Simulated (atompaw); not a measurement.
## What one change does to a pseudopotential (Co, PAW (atompaw))

- Element: Co (Z = 27)
- Generator: atompaw 4.2.0.5
- Type: PAW
- Functional: LDA (PW92)
- Relativity: scalar-relativistic
- Frozen core: [Ar]
- Valence charge: 9
- Reference configuration: 3d6 4s0 4p0 (charge +3)
- Partial waves: 4s (bound, empty): rc 1.45 bohr; 4s channel at -1.15 Ry: rc 1.45 bohr; 4p (bound, empty): rc 2.40 bohr; 4p channel at 0.05 Ry: rc 2.40 bohr; 3d (bound): rc 1.80 bohr; 3d channel at -2.4 Ry: rc 1.80 bohr
- Local potential: troulliermartins scheme with l = 3 at 0 Ry, radius 2.00 bohr
- Core correction: smooth core density matched at 1.45 bohr
- Augmentation charge: sinc compensation charge, radius 2.10 bohr; PAW radius 2.40 bohr; waves and projectors: custom polynom gramschmidtortho

Change: local potential troulliermartins scheme with l = 3 at 0 Ry, radius 1.62 bohr.

Cutoffs: the cutoffs (Ry, on a coarse ladder) from which the occupation-weighted sum of valence levels, in a spherical-Bessel basis at the reference potential, stays within 10 and 1 mRy of its value at 400 Ry; they do not see the model core or the augmentation charge, which bear on the density cutoff.

What does the change do?

The potential gets neither clearly harder nor softer (40 Ry and 55 Ry → 40 Ry and 55 Ry); both files keep a bound ghost (s); the range in which the p phases agree widens (upper end 1.7 → 3.7).

```csv
quantity,base,changed
"cutoff, loose",40 Ry,40 Ry
"cutoff, tight",55 Ry,55 Ry
bound ghosts,s,s
s: phases at 2.41 bohr within 0.05 rad from the reference energy up to (Ry; the scan ends near 5),to the end of the scan,to the end of the scan
p: phases at 2.41 bohr within 0.05 rad from the reference energy up to (Ry; the scan ends near 5),1.7,3.7
d: phases at 2.41 bohr within 0.05 rad from the reference energy up to (Ry; the scan ends near 5),3.6,4.5
lowest overlap eigenvalue by channel,"s 0.88, p 0.31, d 0.96","s 0.76, p 0.24, d 0.94"
```

 A true bound ghost makes a file unfit for plane-wave use even where its test errors are small: the radial tests pick states by their node count and pass the ghost by. The cutoffs see the waves, projectors and local potential, not the compensation charge or the core.
